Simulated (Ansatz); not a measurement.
The same path of CH₅BLiO (9 atoms, charge 1, multiplicity 1) was run twice with different band settings. The coordinate that changes most is the dihedral O4–B2–C3–H5.

All numbers below come from RKS PBE/def2-SVP in Ansatz 0.2.0.

Relaxed end points:

```xyz
9
Properties=species:S:1:pos:R:3
Li -2.520 0.274 -1.298
B -0.587 -0.040 -0.226
C 0.726 0.791 -0.347
O -0.322 -1.134 0.788
H 1.028 0.875 -1.415
H 0.511 1.841 -0.040
H 1.612 0.442 0.234
H -0.998 -1.791 1.053
H 0.550 -1.258 1.251
```

```xyz
9
Properties=species:S:1:pos:R:3
Li -2.618 0.739 0.845
B -0.608 0.050 0.160
C 0.696 0.889 0.000
O -0.265 -1.373 -0.231
H 1.588 0.378 -0.434
H 0.498 1.805 -0.599
H 0.985 1.276 1.005
H -0.914 -2.105 -0.205
H 0.637 -1.658 -0.541
```

Common settings: movable images 7; climbing image yes; spring 5.0 eV/Å²; start path IDPP; force threshold 0.05 eV/Å; iteration limit 60; end points relaxed.

| run | optimiser |
| --- | --- |
| 1 | quadratic models (default) |
| 2 | lbfgs |

**Question.** What does each run give, and how far can it be trusted?

**Answer.** Run 1: converged after 5 iterations, highest image 0.032 eV above the first end. A vibrational analysis at the climbing image gives one clearly imaginary mode, 147i cm⁻¹: a first-order saddle point.
Run 2: converged after 18 iterations, highest image 0.032 eV above the first end. Another band between the same ends (7 images) ends at a top of the same energy, where a vibrational analysis finds 1 clearly imaginary mode.
Limits of this set-up: the dipole of an ion depends on the origin.
